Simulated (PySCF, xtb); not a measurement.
5,5-difluorocyclopenta-1,3-diene (C5H4F2), SMILES FC1(F)C=CC=C1. One conformer was computed; it need not be the lowest.

Harmonic wavenumbers (cm⁻¹) from GFN2-xTB (xtb) at its own minimum, in rising order: 132, 240, 397, 441, 516, 541, 629, 758, 780, 782, 855, 874, 887, 996, 1021, 1060, 1066, 1128, 1189, 1221, 1298, 1597, 1659, 3140, 3147, 3175, 3175.

**Question.** What does PBE-D3(BJ)/def2-SVP (PySCF) give at its own minimum? (Estimate from the structure and the level; the computed values follow.)

**Answer.** 160, 242, 419, 446, 532, 547, 659, 701, 738, 744, 835, 930, 936, 955, 1025, 1048, 1085, 1159, 1204, 1269, 1333, 1586, 1639, 3145, 3155, 3184, 3186. Paired by order, the mean absolute difference is 24 cm⁻¹ and the zero-point energies are 46.8 and 47.0 kcal/mol.
